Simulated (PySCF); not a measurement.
A structure optimised at PBE-D3(BJ)/def2-SVP, used in a PySCF frequency run:

```xyz
8

N      2.1903     0.2674    -0.2116
Sn     0.1525     0.2000    -0.0636
O     -0.5458     2.0199    -0.4564
Cl    -0.4369    -0.4299     2.1375
Cl    -0.8646    -1.3066    -1.5877
H      2.4738    -0.2012    -1.0857
H      2.5814    -0.2947     0.5599
H     -1.5222     1.9869    -0.5078
```
Charge 0, spin multiplicity 1.

**Question.** Write its SMILES and formula.

**Answer.** [NH2][Sn]([OH])([Cl])[Cl], Cl₂H₃NOSn

**Question.** What are its rotational constants (standard atomic weights)?

**Answer.** 1.9550, 1.4072, 1.1803 GHz
